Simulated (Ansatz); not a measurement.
Computed with Ansatz on PBE0-D4/def2-TZVP structures; ΔE is electronic, products minus reactants. CBS: MP2 limit from def2 TZ/QZ plus the TZ coupled-cluster correction, frozen cores. Functionals use def2-TZVPP. B3LYP here is the variant with VWN-RPA as its local correlation; programs differ in this. def2 core potentials past Kr. For Hf, I, Se outer-core shells are correlated without core-valence functions, which leaves a few kJ/mol of doubt a bond. Scalar relativity is left out up to krypton. One conformer a species, not always the lowest.

`[F][Hf]([F])([F])[I]` + H₂Se → `[F][Hf]([F])([F])[SeH]` + HI  (ligand exchange at the Hf–I bond)

| level | ΔE (kJ/mol) |
| --- | --- |
| PBE-D4 | 47.0 |
| BLYP | 46.8 |
| B3LYP | 49.3 |
| SCS-MP2/def2-TZVPP | 52.7 |

Q: What does CCSD(T)/CBS give? (Best estimate.)

A: The calculation gave: +50.2 kJ/mol. The listed levels differ from it by -3.2, -3.4, -0.9, 2.5 kJ/mol.

Q: What do rigid-rotor, harmonic-oscillator terms from PBE0-D4/def2-TZVP frequencies (298.15 K, 1 bar) make of the CCSD(T)/CBS value? (Estimate.)

A: The calculation gave: ΔZPE = -4.1 kJ/mol, ΔH = +47.4 kJ/mol, ΔS = 13 J/(mol·K), ΔG = +43.5 kJ/mol.

Largest T1 diagnostic among the species: 0.015.

Leaving LDA and LC-ωPBE aside and taking each functional with its dispersion term where it has one, the values, not all of them listed here, spread over 6.7 kJ/mol, from BLYP-D4 to BHLYP-D4. From BLYP to BHLYP (50 % exact exchange), in def2-TZVPP and without D4, ΔE moves by +5.9 kJ/mol. In def2-TZVPP, CCSD(T) changes the Hartree–Fock value by −9.4 kJ/mol (the triples alone add −0.3 kJ/mol) and MP2 by −4.7 kJ/mol.
